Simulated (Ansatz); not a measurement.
Input file for Ansatz (a first-principles code): U-wB97X-V/cc-pVTZ on CH4BeSe (SMILES [CH3][Be][SeH]), a point of a bond scan (R = 1.477 Å).

Ansatz 0.2 input:
```yaml
crystal:
  periodic: [false, false, false]
  atoms:
    - {symbol: Be, position_ang: [0.84087454, -0.76089314, -0.21395214]}
    - {symbol: C, position_ang: [2.06337196, -1.85751166, -0.53818992]}
    - {symbol: H, position_ang: [1.55622584, -3.24163773, -0.63581362]}
    - {symbol: H, position_ang: [2.83970476, -1.84920725, 0.23293687]}
    - {symbol: H, position_ang: [2.55737254, -1.63238092, -1.48948226]}
    - {symbol: Se, position_ang: [-0.64194585, 0.60717560, 0.13442119]}
    - {symbol: H, position_ang: [-1.00235638, -0.09094968, 1.38167697]}
basis:
  gaussian:
    orbitals: cc-pVTZ
hamiltonian:
  xc: {name: wB97X-V}
magnetization: {spin_polarized: true, initial_magnetization: 0}
```

Program output:

```
WARN ansatz: RAYON_NUM_THREADS=1 ignored (pool sized by the plan → 1); use --threads N
Functional definition: wB97X-V
integrals: 0.09 GiB planned
977 factors; their error is unknown
integrals: 0.13 GiB planned
226 factors; integrals over basis functions are off by at most 2.1e-5 eV
mean field: 1.17 GiB planned
mean field evaluation 1: about -66845.4519 eV, gradient 2.3e1 eV
mean field evaluation 2: about -66846.6983 eV, gradient 1.7e1 eV
mean field evaluation 4: about -66848.1634 eV, gradient 4.5e-1 eV
mean field evaluation 8: about -66848.3876 eV, gradient 2.1e-1 eV
mean field evaluation 16: about -66848.3878 eV, gradient 4.4e-5 eV
mean field -66848.38775562 eV, -2456.6329385544 hartree, gradient 4.4e-5 eV, S^2 0.000000; 0 other end points of the search recorded, 0 dependent functions left out
reference -66848.38775368 eV, -2456.6329384833 hartree; 24, 24 occupied and 135, 135 virtual orbitals, 977 factors
Total energy: -66848.38775368 eV, -2456.6329384833 hartree
```

Self-consistency was reached.

Cost: about 12 core-seconds (a rough figure).
